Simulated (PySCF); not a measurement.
PySCF job for Al(Me)(OH)2 cation (CH5AlO2), SMILES [CH3][Al]([OH])[OH] (connectivity only; charge and spin as stated), charge +1, multiplicity 2, TDA-PBE/def2-SVPD. Geometry: PBE-D3(BJ)/def2-SVP. The multiplicity is an assumed one; other spin states were not compared. The isomer is the one that the SMILES or the coordinates give; other isomers of the formula were not compared. The values are those of a single conformer.

```python
import numpy as np
from pyscf import gto, scf, dft, tdscf

mol = gto.M(
    atom='''
    Al    0.17850845   -0.15396107   -0.00000000
    C    -1.58359249    0.98644293    0.00000000
    H    -1.92221260    0.52240548    0.95299181
    H    -1.92221260    0.52240548   -0.95299181
    H    -1.48467434    2.08342050    0.00000000
    O    -0.11124851   -1.79216650    0.00000000
    H     0.45755547   -2.58054097    0.00000000
    O     1.40863004    0.99301605    0.00000000
    H     1.67343687    1.92834939    0.00000001
    ''',
    basis='def2-SVPD',
    charge=1,
    spin=1,
    max_memory=1600,
    verbose=4,
)
mf = dft.UKS(mol, xc='pbe').density_fit(auxbasis='def2-universal-jkfit')
mf.grids.level = 3
mf.conv_tol = 1e-9
mf.max_cycle = 100
mf.kernel()
fine, coarse = mf.grids, dft.Grids(mol).set(level=1).build(with_non0tab=True)
for _ in range(3):  # follow internal instabilities
    mf.grids = coarse
    mo, _, stable, _ = mf.stability(return_status=True, nroots=4)
    mf.grids = fine
    if stable:
        break
    mf.kernel(mf.make_rdm1(mo, mf.mo_occ))
mf.grids = dft.Grids(mol).set(level=1).build(with_non0tab=True)  # coarser grid for the response kernel
td = tdscf.TDA(mf)
td.nstates = 10
td.conv_tol = 1e-4
td.positive_eig_threshold = 1e-6
td.kernel(x0=td.get_init_guess(mf, 15))
td.analyze()
```

Program output:

```
PySCF version 2.14.0

[INPUT] verbose = 4
[INPUT] num. atoms = 9
[INPUT] num. electrons = 39
[INPUT] charge = 1
[INPUT] spin (= nelec alpha-beta = 2S) = 1
[INPUT] symmetry False subgroup None
[INPUT] Mole.unit = angstrom
[INPUT] Symbol           X                Y                Z      unit          X                Y                Z       unit  Magmom
[INPUT]  1 Al     0.178508450000  -0.153961070000   0.000000000000 AA    0.337332081421  -0.290944256145   0.000000000000 Bohr   0.0
[INPUT]  2 C     -1.583592490000   0.986442930000   0.000000000000 AA   -2.992556099018   1.864106975214   0.000000000000 Bohr   0.0
[INPUT]  3 H     -1.922212600000   0.522405480000   0.952991810000 AA   -3.632455367188   0.987203283172   1.800893519854 Bohr   0.0
[INPUT]  4 H     -1.922212600000   0.522405480000  -0.952991810000 AA   -3.632455367188   0.987203283172  -1.800893519854 Bohr   0.0
[INPUT]  5 H     -1.484674340000   2.083420500000   0.000000000000 AA   -2.805627886769   3.937094147304   0.000000000000 Bohr   0.0
[INPUT]  6 O     -0.111248510000  -1.792166500000   0.000000000000 AA   -0.210229215666  -3.386703854620   0.000000000000 Bohr   0.0
[INPUT]  7 H      0.457555470000  -2.580540970000   0.000000000000 AA    0.864654525097  -4.876515686519   0.000000000000 Bohr   0.0
[INPUT]  8 O      1.408630040000   0.993016050000   0.000000000000 AA    2.661924986435   1.876528371797   0.000000000000 Bohr   0.0
[INPUT]  9 H      1.673436870000   1.928349390000   0.000000010000 AA    3.162337371049   3.644052219572   0.000000018897 Bohr   0.0

nuclear repulsion = 156.893985139682
number of shells = 56
number of NR pGTOs = 188
number of NR cGTOs = 130
basis = def2-SVPD
ecp = {}


[settings echo left out]
init E= -433.50136978449
  alpha nocc = 20  HOMO = -0.307835328760222  LUMO = -0.102230884686667
  beta  nocc = 19  HOMO = -0.432401819388353  LUMO = -0.307835328760221

WARN: HOMO -0.307835328760222 >= LUMO -0.307835328760221

cycle= 1 E= -432.921957144345  delta_E= 0.579  |g|= 0.821  |ddm|= 2.57
  alpha nocc = 20  HOMO = -0.278814527408955  LUMO = -0.215038126406148
  beta  nocc = 19  HOMO = -0.281636121854258  LUMO = -0.277840174406497

WARN: HOMO -0.278814527408955 >= LUMO -0.277840174406497

cycle= 2 E= -430.545968285472  delta_E= 2.38  |g|=  2.3  |ddm|=  4.9
  alpha nocc = 20  HOMO = -0.447732151181918  LUMO = -0.246799766740092
  beta  nocc = 19  HOMO = -0.494700400535542  LUMO = -0.402812263153559
  HOMO = -0.447732151182  LUMO = -0.402812263154  gap/eV = 1.22233
cycle= 3 E= -433.160158691104  delta_E= -2.61  |g|= 0.235  |ddm|= 4.25
  alpha nocc = 20  HOMO = -0.485052804280143  LUMO = -0.252149754711203
  beta  nocc = 19  HOMO = -0.479416114857471  LUMO = -0.468195980094468
  HOMO = -0.479416114857  LUMO = -0.468195980094  gap/eV = 0.30532
cycle= 4 E= -433.167842835649  delta_E= -0.00768  |g|= 0.224  |ddm|= 0.544
  alpha nocc = 20  HOMO = -0.468204221215207  LUMO = -0.247521441229407
  beta  nocc = 19  HOMO = -0.466267128617867  LUMO = -0.445255494998729
  HOMO = -0.466267128618  LUMO = -0.445255494999  gap/eV = 0.57176
cycle= 5 E= -433.187529003144  delta_E= -0.0197  |g|= 0.153  |ddm|= 0.349
  alpha nocc = 20  HOMO = -0.481117983950103  LUMO = -0.247340490705502
  beta  nocc = 19  HOMO = -0.479493374206888  LUMO = -0.443095089483255
  HOMO = -0.479493374207  LUMO = -0.443095089483  gap/eV = 0.99045
cycle= 6 E= -433.198420198889  delta_E= -0.0109  |g|= 0.0194  |ddm|= 0.175
  alpha nocc = 20  HOMO = -0.481614220609708  LUMO = -0.246912106358831
  beta  nocc = 19  HOMO = -0.480723931721114  LUMO = -0.441544131185621
  HOMO = -0.480723931721  LUMO = -0.441544131186  gap/eV = 1.06614
cycle= 7 E= -433.198593993958  delta_E= -0.000174  |g|= 0.00523  |ddm|= 0.0264
  alpha nocc = 20  HOMO = -0.481837483867123  LUMO = -0.247368761925982
  beta  nocc = 19  HOMO = -0.481060728001472  LUMO = -0.441492198989384
  HOMO = -0.481060728001  LUMO = -0.441492198989  gap/eV = 1.07671
cycle= 8 E= -433.198608928863  delta_E= -1.49e-05  |g|= 0.00149  |ddm|= 0.00825
  alpha nocc = 20  HOMO = -0.481494667115218  LUMO = -0.247203401406226
  beta  nocc = 19  HOMO = -0.480748780914118  LUMO = -0.441338064033209
  HOMO = -0.480748780914  LUMO = -0.441338064033  gap/eV = 1.07242
cycle= 9 E= -433.198610202611  delta_E= -1.27e-06  |g|= 0.000347  |ddm|= 0.00299
  alpha nocc = 20  HOMO = -0.481549107755822  LUMO = -0.247244226623011
  beta  nocc = 19  HOMO = -0.480800980712109  LUMO = -0.441346547094047
  HOMO = -0.480800980712  LUMO = -0.441346547094  gap/eV = 1.07361
cycle= 10 E= -433.1986102859  delta_E= -8.33e-08  |g|= 9.89e-05  |ddm|= 0.00079
  alpha nocc = 20  HOMO = -0.481546338193085  LUMO = -0.247239395686687
  beta  nocc = 19  HOMO = -0.480801100157737  LUMO = -0.441336294048456
  HOMO = -0.480801100158  LUMO = -0.441336294048  gap/eV = 1.07389
cycle= 11 E= -433.198610292955  delta_E= -7.06e-09  |g|= 2.44e-05  |ddm|= 0.000213
  alpha nocc = 20  HOMO = -0.481548325989871  LUMO = -0.247240685531408
  beta  nocc = 19  HOMO = -0.480803360708418  LUMO = -0.441337216075456
  HOMO = -0.480803360708  LUMO = -0.441337216075  gap/eV = 1.07393
cycle= 12 E= -433.19861029323  delta_E= -2.75e-10  |g|= 1.4e-05  |ddm|= 5.63e-05
  alpha nocc = 20  HOMO = -0.481544996148631  LUMO = -0.247239682182341
  beta  nocc = 19  HOMO = -0.480799840162685  LUMO = -0.441335836886438
  HOMO = -0.480799840163  LUMO = -0.441335836886  gap/eV = 1.07387
Extra cycle  E= -433.198610292043  delta_E= 1.19e-09  |g|= 5.11e-05  |ddm|= 6.93e-05
converged SCF energy = -433.198610292043  <S^2> = 0.75344251  2S+1 = 2.0034396
tot grids = 34256
uhf_internal: lowest eigs of H = [0.27680238 0.3209617  0.33109794 0.4137305 ]
<class 'pyscf.df.df_jk.DFUKS'> wavefunction is stable in the internal stability analysis
tot grids = 34256
Overwritten attributes  positive_eig_threshold  of <class 'pyscf.tdscf.uks.TDA'>


******** <class 'pyscf.tdscf.uks.TDA'> for <class 'pyscf.df.df_jk.DFUKS'> ********
nstates = 10
deg_eia_thresh = 1.000e-03
wfnsym = None
conv_tol = 0.0001
eigh lindep = 1e-12
eigh level_shift = 0
eigh max_cycle = 100


Excitation energies (eV)
[1.06324803 1.47890927 1.70655796 3.24853543 4.24299569 4.53120511
 5.97634678 6.01657385 6.31617616 6.40738043]

** Excitation energies and oscillator strengths **
Excited State   1:      1.06325 eV   1166.09 nm  f=0.0000
      19b ->   20b     -0.99974
Excited State   2:      1.47891 eV    838.35 nm  f=0.0015
      18b ->   20b     -0.99848
Excited State   3:      1.70656 eV    726.52 nm  f=0.0006
      17b ->   20b      0.99938
Excited State   4:      3.24854 eV    381.66 nm  f=0.1631
      17a ->   22a      0.12228
      18a ->   21a     -0.10109
      15b ->   20b      0.10547
      16b ->   20b      0.94874
      17b ->   22b      0.10412
Excited State   5:      4.24300 eV    292.21 nm  f=0.0123
      15b ->   20b      0.99135
Excited State   6:      4.53121 eV    273.62 nm  f=0.0013
      14b ->   20b      0.99789
Excited State   7:      5.97635 eV    207.46 nm  f=0.0014
      20a ->   21a      0.84557
      19b ->   21b     -0.51544
Excited State   8:      6.01657 eV    206.07 nm  f=0.0093
      13b ->   20b      0.98532
Excited State   9:      6.31618 eV    196.30 nm  f=0.0023
      18a ->   21a      0.56299
      19a ->   21a     -0.55973
      13b ->   20b      0.10514
      18b ->   21b     -0.56377
      19b ->   22b     -0.14171
Excited State  10:      6.40738 eV    193.50 nm  f=0.0171
      20a ->   21a     -0.52040
      19b ->   21b     -0.84689

** Transition electric dipole moments (AU) **
state          X           Y           Z        Dip. S.      Osc.
  1         0.0000     -0.0000     -0.0432      0.0019      0.0000
  2         0.0529     -0.1999      0.0000      0.0428      0.0015
  3         0.0000      0.0000      0.1217      0.0148      0.0006
  4         1.4264      0.1210      0.0000      2.0493      0.1631
  5        -0.3372      0.0702     -0.0000      0.1186      0.0123
  6        -0.0000     -0.0000     -0.1079      0.0116      0.0013
  7        -0.0000      0.0000      0.0966      0.0093      0.0014
  8        -0.1225      0.2189      0.0000      0.0629      0.0093
  9        -0.0249      0.1185      0.0000      0.0147      0.0023
 10        -0.0000     -0.0000     -0.3305      0.1092      0.0171

** Transition velocity dipole moments (imaginary part, AU) **
state          X           Y           Z        Dip. S.      Osc.
  1        -0.0000      0.0000      0.0021      0.0000      0.0001
  2        -0.0057      0.0098     -0.0000      0.0001      0.0016
  3        -0.0000     -0.0000     -0.0066      0.0000      0.0005
  4        -0.0396     -0.0030      0.0000      0.0016      0.0088
  5        -0.0057      0.0079     -0.0000      0.0001      0.0004
  6        -0.0000      0.0000      0.0035      0.0000      0.0000
  7        -0.0000      0.0000      0.0119      0.0001      0.0004
  8        -0.0091      0.0343      0.0000      0.0013      0.0038
  9        -0.0044      0.0200      0.0000      0.0004      0.0012
 10        -0.0000     -0.0000     -0.0447      0.0020      0.0057

** Transition magnetic dipole moments (imaginary part, AU) **
state          X           Y           Z
  1        -0.0905     -0.2098     -0.0000
  2        -0.0000     -0.0000      0.0125
  3        -0.1200     -0.1808     -0.0000
  4        -0.0000      0.0000      0.2381
  5         0.0000      0.0000      0.7227
  6        -0.1701     -0.8205     -0.0000
  7         0.1428     -0.0193     -0.0000
  8        -0.0000     -0.0000      0.1406
  9         0.0000     -0.0000     -0.0486
 10        -0.6388      0.0827      0.0000
```

The run converged.

Cost: about 120 core-seconds (a rough figure).
